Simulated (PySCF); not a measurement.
ethylmethylamine (C₃H₉N), SMILES CNCC. Atoms are numbered in the order given.

```xyz
13

C     -1.8847    -0.0928     0.2592
C     -0.4820    -0.5212    -0.1518
N      0.4880     0.5291     0.1005
C      1.8469     0.1783    -0.2570
H     -2.1739     0.8319    -0.2635
H     -2.6238    -0.8755     0.0281
H     -1.9374     0.1031     1.3441
H     -0.2210    -1.4808     0.3555
H     -0.4661    -0.7452    -1.2342
H      0.4454     0.8037     1.0816
H      2.5324     0.9994     0.0055
H      1.9200     0.0264    -1.3477
H      2.2271    -0.7519     0.2248
```
Charge 0, spin multiplicity 1.

Geometry optimised at B3LYP-D3(BJ)/def2-SVP. The values are those of a single conformer.

Computed with B3LYP/def2-TZVP (PySCF).

ESP charges are fitted to the potential on shells at 1.4 to 2.0 van der Waals radii. Atomic charges (e):

```
atom  ESP fit  meta-Löwdin
----  -------  -----------
C1      -0.59        -0.32
C2       0.41        -0.08
N3      -0.65        -0.36
C4      -0.17        -0.22
H5       0.15         0.11
H6       0.14         0.11
H7       0.14         0.10
H8      -0.04         0.06
H9       0.02         0.10
H10      0.34         0.20
H11      0.11         0.11
H12      0.10         0.11
H13      0.05         0.07
```

Task: Give the Mayer and Wiberg (Löwdin basis) orders of the bonds. (An estimate is asked for; the answer gives what the named calculation found.)

Result: 
```tsv
bond	Mayer	Wiberg
C1–C2	0.98	1.31
C2–N3	1.00	1.36
N3–C4	1.00	1.43
C1–H5	0.97	0.91
C1–H6	0.97	0.91
C1–H7	0.97	0.91
C2–H8	0.95	0.87
C2–H9	0.96	0.86
N3–H10	0.93	0.89
C4–H11	0.97	0.93
C4–H12	0.97	0.92
C4–H13	0.96	0.93
```
